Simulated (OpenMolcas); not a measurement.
Yb3+: moving the ligands

Yb3+ with 7 ligands (chloride) in pentagonal bipyramidal coordination (D5h) at 2.69 Å, the axial distance 2.932 Å. A charge of +0.571 e stands 3.2 Å behind each ligand. Ligand basis ANO-RCC-VDZP.
```
Yb    0.0000    0.0000    0.0000
Cl    2.6900    0.0000    0.0000
Cl    0.8313    2.5583    0.0000
Cl   -2.1763    1.5811    0.0000
Cl   -2.1763   -1.5811    0.0000
Cl    0.8313   -2.5583    0.0000
Cl    0.0000    0.0000    2.9321
Cl    0.0000    0.0000   -2.9321
```

```
Program             : OpenMolcas
Method              : CASSCF
Basis               : ANO-RCC-VDZP [7s6p4d2f1g]
Scalar Hamiltonian  : DKH2, point nucleus
Active space        : 13 electrons in 7 orbitals (4f)
State averaging     : 2S+1 = 2 odd, 7 roots
Spin-orbit coupling : RASSI with atomic mean-field integrals over the reference wave functions
```

Runs around this geometry, states. Energies in cm-1 above the lowest state or level, χT in cm3 K/mol.

| R (Å) | Ground state | First state of that spin | First gap with spin-orbit (degeneracies) | Width of lowest J | χT at 300 K |
| --- | --- | --- | --- | --- | --- |
| 2.57 | 2S+1 = 2 | 435.9 | 370.3 (2, 2) | 517 | 2.458 |
| 2.69 | 2S+1 = 2 | 407.9 | 348.2 (2, 2) | 520 | 2.470 |
| 2.83 | 2S+1 = 2 | 374.6 | 321.0 (2, 2) | 506 | 2.483 |

Without dynamic correlation the ligand-field splitting of an f shell can come out too small, at times by half. No measured value stands beside these numbers; the geometry is a model, was not optimised and need not be the one that this ion takes.

A state without a sure symmetry label is named by its multiplicity alone.
